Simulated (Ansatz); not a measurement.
Nudged elastic band run: CH$_{7}$F$_{2}$NSi$_{2}$

Input:

```yaml
crystal:
  periodic: [false, false, false]
  atoms:
    - { symbol: C, position_ang: [0.302189, -2.311081, 0.05057] }
    - { symbol: Si, position_ang: [-0.518775, -0.688751, -0.341762] }
    - { symbol: F, position_ang: [-2.122251, -0.860816, -0.112747] }
    - { symbol: F, position_ang: [-0.336219, -0.382855, -1.93859] }
    - { symbol: Si, position_ang: [0.250351, 1.250474, 0.735346] }
    - { symbol: "N", position_ang: [-0.172072, 2.520491, -0.36704] }
    - { symbol: H, position_ang: [-0.129353, -3.121771, -0.558968] }
    - { symbol: H, position_ang: [0.16451, -2.56968, 1.113133] }
    - { symbol: H, position_ang: [1.383938, -2.260898, -0.152816] }
    - { symbol: H, position_ang: [1.712195, 1.074057, 1.043928] }
    - { symbol: H, position_ang: [-0.426636, 1.46709, 2.047647] }
    - { symbol: H, position_ang: [-0.069766, 2.350938, -1.363321] }
    - { symbol: H, position_ang: [-0.017613, 3.498102, -0.14068] }
basis:
  gaussian: { orbitals: def2-SVP }
hamiltonian:
  xc: b3lyp
  dispersion: d4
neb:
  order_check: false
  images: 5
  f_tol: 0.05
  max_iterations: 60
  optimiser: fire
  climbing: immediate
  final_atoms:
    - { symbol: C, position_ang: [-0.27954889, -2.04455307, 0.35303872] }
    - { symbol: Si, position_ang: [0.22399569, -0.72213193, -0.8538142] }
    - { symbol: F, position_ang: [-1.04035955, -0.4378068, -1.8511082] }
    - { symbol: F, position_ang: [1.41997533, -1.29442654, -1.80106399] }
    - { symbol: Si, position_ang: [0.77469126, 1.35432672, 0.08215472] }
    - { symbol: "N", position_ang: [-0.76403272, 1.93915652, 0.65743031] }
    - { symbol: H, position_ang: [-0.65574595, -2.93651978, -0.1736947] }
    - { symbol: H, position_ang: [-1.07652449, -1.66364687, 1.01181615] }
    - { symbol: H, position_ang: [0.57268509, -2.34479066, 0.98359154] }
    - { symbol: H, position_ang: [1.50461879, 2.20648439, -0.91420326] }
    - { symbol: H, position_ang: [1.67693993, 1.19146827, 1.26064124] }
    - { symbol: H, position_ang: [-1.53631671, 1.96347915, -0.00413532] }
    - { symbol: H, position_ang: [-0.79987978, 2.75426061, 1.26404699] }
  initial_path:
    images:
      - { positions_ang: [[0.302189, -2.311081, 0.05057], [-0.518775, -0.688751, -0.341762], [-2.122251, -0.860816, -0.112747], [-0.336219, -0.382855, -1.93859], [0.250351, 1.250474, 0.735346], [-0.172072, 2.520491, -0.36704], [-0.129353, -3.121771, -0.558968], [0.16451, -2.56968, 1.113133], [1.383938, -2.260898, -0.152816], [1.712195, 1.074057, 1.043928], [-0.426636, 1.46709, 2.047647], [-0.069766, 2.350938, -1.363321], [-0.017613, 3.498102, -0.14068]] }
      - { positions_ang: [[0.1997776, -2.29256169, 0.16382669], [-0.42211541, -0.72605334, -0.50174648], [-2.01033951, -0.81133068, -0.50925911], [0.02805027, -0.61861212, -1.98904529], [0.32482425, 1.22352139, 0.56006171], [-0.33411949, 2.49979958, -0.12493412], [-0.1939089, -3.13092614, -0.40424742], [-0.09394555, -2.39801937, 1.16144522], [1.25396783, -2.27451301, 0.13777372], [1.68333116, 1.30605257, 0.52878497], [0.03542342, 1.27980087, 1.90781884], [-0.34869297, 2.49177801, -1.09671766], [-0.10175469, 3.4163639, 0.18093893]] }
      - { positions_ang: [[0.09736619, -2.27404237, 0.27708338], [-0.32545581, -0.76335567, -0.66173096], [-1.89842802, -0.76184535, -0.90577123], [0.39231954, -0.85436924, -2.03950058], [0.3992975, 1.19656879, 0.38477743], [-0.49616698, 2.47910817, 0.11717176], [-0.25846481, -3.14008127, -0.24952684], [-0.3524011, -2.22635874, 1.20975745], [1.12399766, -2.28812801, 0.42836343], [1.65446733, 1.53804814, 0.01364195], [0.49748283, 1.09251173, 1.76799068], [-0.62761995, 2.63261802, -0.83011432], [-0.18589639, 3.3346258, 0.50255785]] }
      - { positions_ang: [[-0.00504521, -2.25552306, 0.39034008], [-0.22879622, -0.80065801, -0.82171545], [-1.78651653, -0.71236003, -1.30228334], [0.75658882, -1.09012635, -2.08995587], [0.47377075, 1.16961618, 0.20949314], [-0.65821447, 2.45841675, 0.35927764], [-0.32302071, -3.14923641, -0.09480626], [-0.61085665, -2.05469811, 1.25806967], [0.99402749, -2.30174302, 0.71895315], [1.62560349, 1.77004371, -0.50150108], [0.95954225, 0.9052226, 1.62816251], [-0.90654692, 2.77345804, -0.56351098], [-0.27003808, 3.2528877, 0.82417678]] }
      - { positions_ang: [[-0.09654644, -2.18519973, 0.37790629], [-0.07786558, -0.77448265, -0.83241503], [-1.53779754, -0.62084229, -1.48522496], [0.97771766, -1.15822642, -1.99365858], [0.57407759, 1.23118636, 0.167047], [-0.69348722, 2.28533001, 0.45866186], [-0.43392912, -3.07833086, -0.1211024], [-0.76607926, -1.9243477, 1.17598517], [0.85358002, -2.31609223, 0.80716595], [1.58527526, 1.91552393, -0.63906847], [1.19867481, 1.00063782, 1.50565542], [-1.11647018, 2.50346507, -0.37705243], [-0.44665198, 3.08667867, 0.97080018]] }
      - { positions_ang: [[-0.18804767, -2.1148764, 0.36547251], [0.07306506, -0.74830729, -0.84311462], [-1.28907854, -0.52932454, -1.66816658], [1.19884649, -1.22632648, -1.89736129], [0.67438442, 1.29275654, 0.12460086], [-0.72875997, 2.11224327, 0.55804609], [-0.54483754, -3.00742532, -0.14739855], [-0.92130187, -1.79399728, 1.09390066], [0.71313255, -2.33044145, 0.89537874], [1.54494702, 2.06100416, -0.77663587], [1.43780737, 1.09605305, 1.38314833], [-1.32639345, 2.23347211, -0.19059388], [-0.62326588, 2.92046964, 1.11742359]] }
      - { positions_ang: [[-0.27954889, -2.04455307, 0.35303872], [0.22399569, -0.72213193, -0.8538142], [-1.04035955, -0.4378068, -1.8511082], [1.41997533, -1.29442654, -1.80106399], [0.77469126, 1.35432672, 0.08215472], [-0.76403272, 1.93915652, 0.65743031], [-0.65574595, -2.93651978, -0.1736947], [-1.07652449, -1.66364687, 1.01181615], [0.57268509, -2.34479066, 0.98359154], [1.50461879, 2.20648439, -0.91420326], [1.67693993, 1.19146827, 1.26064124], [-1.53631671, 1.96347915, -0.00413532], [-0.79987978, 2.75426061, 1.26404699]] }
```

Command:

```bash
$ ansatz run input.yaml --threads 2 --pin off --max-ram 3072MiB --backend cpu --events-out ev --progress --plain --runs-dir out
```

Output, in part (warnings, iteration lines, the closing report on the highest movable image, with atoms numbered from 0):

```
NEB end point (image 0): max|allowed force component| = 5.642e-3 eV/Å (the criterion of neb.relax_end_points is 1.000e-2)
NEB end point (image 6): max|allowed force component| = 9.447e-3 eV/Å (the criterion of neb.relax_end_points is 1.000e-2)
NEB iter   1: max|band force component| = 4.168e0 eV/Å  barrier→ = 1.5263 eV  barrier← = 1.5419 eV  CI = image 2  Δτ_max = 0.0703 Å  (176 SCF iters)
NEB iter   2: max|band force component| = 1.967e0 eV/Å  barrier→ = 0.6631 eV  barrier← = 0.6787 eV  CI = image 2  Δτ_max = 0.0853 Å  (132 SCF iters)
NEB iter   3: max|band force component| = 3.402e0 eV/Å  barrier→ = 0.6052 eV  barrier← = 0.6208 eV  CI = image 2  Δτ_max = 0.0124 Å  (134 SCF iters)
NEB iter   4: max|band force component| = 2.895e0 eV/Å  barrier→ = 0.4876 eV  barrier← = 0.5032 eV  CI = image 2  Δτ_max = 0.0230 Å  (129 SCF iters)
NEB iter   5: max|band force component| = 1.970e0 eV/Å  barrier→ = 0.3371 eV  barrier← = 0.3527 eV  CI = image 2  Δτ_max = 0.0305 Å  (126 SCF iters)
NEB iter   6: max|band force component| = 7.728e-1 eV/Å  barrier→ = 0.2570 eV  barrier← = 0.2726 eV  CI = image 2  Δτ_max = 0.0033 Å  (125 SCF iters)
NEB iter   7: max|band force component| = 7.006e-1 eV/Å  barrier→ = 0.2475 eV  barrier← = 0.2631 eV  CI = image 2  Δτ_max = 0.0066 Å  (112 SCF iters)
NEB iter   8: max|band force component| = 6.244e-1 eV/Å  barrier→ = 0.2322 eV  barrier← = 0.2478 eV  CI = image 2  Δτ_max = 0.0098 Å  (116 SCF iters)
NEB iter   9: max|band force component| = 5.732e-1 eV/Å  barrier→ = 0.2158 eV  barrier← = 0.2314 eV  CI = image 2  Δτ_max = 0.0127 Å  (118 SCF iters)
NEB iter  10: max|band force component| = 4.278e-1 eV/Å  barrier→ = 0.2011 eV  barrier← = 0.2167 eV  CI = image 3  Δτ_max = 0.0139 Å  (118 SCF iters)
NEB iter  11: max|band force component| = 4.067e-1 eV/Å  barrier→ = 0.1898 eV  barrier← = 0.2054 eV  CI = image 3  Δτ_max = 0.0149 Å  (117 SCF iters)
NEB iter  12: max|band force component| = 3.876e-1 eV/Å  barrier→ = 0.1776 eV  barrier← = 0.1932 eV  CI = image 3  Δτ_max = 0.0174 Å  (118 SCF iters)
NEB iter  13: max|band force component| = 3.448e-1 eV/Å  barrier→ = 0.1645 eV  barrier← = 0.1801 eV  CI = image 3  Δτ_max = 0.0202 Å  (123 SCF iters)
NEB iter  14: max|band force component| = 3.058e-1 eV/Å  barrier→ = 0.1513 eV  barrier← = 0.1669 eV  CI = image 3  Δτ_max = 0.0236 Å  (125 SCF iters)
NEB iter  15: max|band force component| = 3.376e-1 eV/Å  barrier→ = 0.1379 eV  barrier← = 0.1535 eV  CI = image 3  Δτ_max = 0.0280 Å  (123 SCF iters)
NEB iter  16: max|band force component| = 3.737e-1 eV/Å  barrier→ = 0.1244 eV  barrier← = 0.1400 eV  CI = image 3  Δτ_max = 0.0321 Å  (122 SCF iters)
NEB iter  17: max|band force component| = 3.617e-1 eV/Å  barrier→ = 0.1108 eV  barrier← = 0.1264 eV  CI = image 3  Δτ_max = 0.0355 Å  (125 SCF iters)
NEB iter  18: max|band force component| = 3.046e-1 eV/Å  barrier→ = 0.0972 eV  barrier← = 0.1127 eV  CI = image 3  Δτ_max = 0.0377 Å  (125 SCF iters)
NEB iter  19: max|band force component| = 2.855e-1 eV/Å  barrier→ = 0.0845 eV  barrier← = 0.1001 eV  CI = image 3  Δτ_max = 0.0042 Å  (125 SCF iters)
NEB iter  20: max|band force component| = 2.211e-1 eV/Å  barrier→ = 0.0828 eV  barrier← = 0.0984 eV  CI = image 3  Δτ_max = 0.0076 Å  (114 SCF iters)
NEB iter  21: max|band force component| = 1.950e-1 eV/Å  barrier→ = 0.0802 eV  barrier← = 0.0958 eV  CI = image 3  Δτ_max = 0.0091 Å  (115 SCF iters)
NEB iter  22: max|band force component| = 1.066e-1 eV/Å  barrier→ = 0.0773 eV  barrier← = 0.0929 eV  CI = image 3  Δτ_max = 0.0088 Å  (115 SCF iters)
NEB iter  23: max|band force component| = 1.366e-1 eV/Å  barrier→ = 0.0749 eV  barrier← = 0.0905 eV  CI = image 3  Δτ_max = 0.0025 Å  (121 SCF iters)
NEB iter  24: max|band force component| = 8.100e-2 eV/Å  barrier→ = 0.0744 eV  barrier← = 0.0900 eV  CI = image 3  Δτ_max = 0.0033 Å  (108 SCF iters)
NEB iter  25: max|band force component| = 1.457e-1 eV/Å  barrier→ = 0.0736 eV  barrier← = 0.0892 eV  CI = image 3  Δτ_max = 0.0024 Å  (114 SCF iters)
NEB iter  26: max|band force component| = 6.697e-2 eV/Å  barrier→ = 0.0732 eV  barrier← = 0.0888 eV  CI = image 3  Δτ_max = 0.0011 Å  (107 SCF iters)
NEB iter  27: max|band force component| = 6.477e-2 eV/Å  barrier→ = 0.0728 eV  barrier← = 0.0884 eV  CI = image 3  Δτ_max = 0.0022 Å  (95 SCF iters)
NEB iter  28: max|band force component| = 6.442e-2 eV/Å  barrier→ = 0.0721 eV  barrier← = 0.0877 eV  CI = image 3  Δτ_max = 0.0033 Å  (96 SCF iters)
NEB iter  29: max|band force component| = 6.055e-2 eV/Å  barrier→ = 0.0710 eV  barrier← = 0.0866 eV  CI = image 3  Δτ_max = 0.0043 Å  (105 SCF iters)
NEB iter  30: max|band force component| = 5.580e-2 eV/Å  barrier→ = 0.0697 eV  barrier← = 0.0853 eV  CI = image 3  Δτ_max = 0.0051 Å  (108 SCF iters)
NEB iter  31: max|band force component| = 5.317e-2 eV/Å  barrier→ = 0.0682 eV  barrier← = 0.0838 eV  CI = image 3  Δτ_max = 0.0059 Å  (113 SCF iters)
NEB iter  32: max|band force component| = 5.073e-2 eV/Å  barrier→ = 0.0665 eV  barrier← = 0.0821 eV  CI = image 3  Δτ_max = 0.0073 Å  (112 SCF iters)
NEB iter  33: max|band force component| = 4.466e-2 eV/Å  barrier→ = 0.0646 eV  barrier← = 0.0802 eV  CI = image 3  Δτ_max = 0.0000 Å  (243 SCF iters)
Total energy: -23824.66152550 eV, -875.5401621264 hartree
Atom 0 at     0.005957    -2.251074     0.359115 Å, force    -0.001767     0.000018    -0.004073 eV/Å
Atom 1 at    -0.217828    -0.760593    -0.733830 Å, force     0.012714     0.010371     0.006568 eV/Å
Atom 2 at    -1.780718    -0.650213    -1.181844 Å, force     0.010093     0.044099     0.028153 eV/Å
Atom 3 at     0.606079    -1.011992    -2.118335 Å, force    -0.012566    -0.004520    -0.006319 eV/Å
Atom 4 at     0.563400     1.233360     0.255593 Å, force     0.026666     0.004192     0.001485 eV/Å
Atom 5 at    -0.623933     2.504799     0.233312 Å, force     0.017323    -0.009558    -0.024584 eV/Å
Atom 6 at    -0.306787    -3.179274    -0.145728 Å, force    -0.010147     0.011742    -0.016707 eV/Å
Atom 7 at    -0.579873    -2.142066     1.286093 Å, force    -0.007708    -0.006002    -0.002525 eV/Å
Atom 8 at     1.067345    -2.352774     0.640411 Å, force    -0.005181    -0.010607     0.000362 eV/Å
Atom 9 at     1.881763     1.539914    -0.394487 Å, force     0.037140    -0.014351     0.013957 eV/Å
Atom 10 at     0.854201     0.919566     1.687762 Å, force     0.014069     0.027776     0.007482 eV/Å
Atom 11 at    -1.033003     2.779399    -0.655914 Å, force    -0.036809    -0.043942    -0.001302 eV/Å
Atom 12 at    -0.416104     3.336249     0.782551 Å, force    -0.043827    -0.009218    -0.002495 eV/Å
Dipole moment:     0.099965     0.240413     0.321763 e Å
```

It converged. The order of the stationary point at the top wasn't checked.

Final band (atoms are numbered from 1 in the order of the input):

```tsv
image	path coordinate (Å)	energy (kcal/mol)	dihedral C1–Si2–Si5–N6 (°)
0	0.00	0.0	154
1	1.21	0.4	180
2	2.42	1.0	-154
3	3.63	1.5	-128
4	4.55	0.9	-108
5	5.48	0.0	-89
6	6.40	-0.4	-69
```

The run took 10 min on 2 threads of Arm Neoverse V1, on a shared host, peak memory 0.31 GiB.
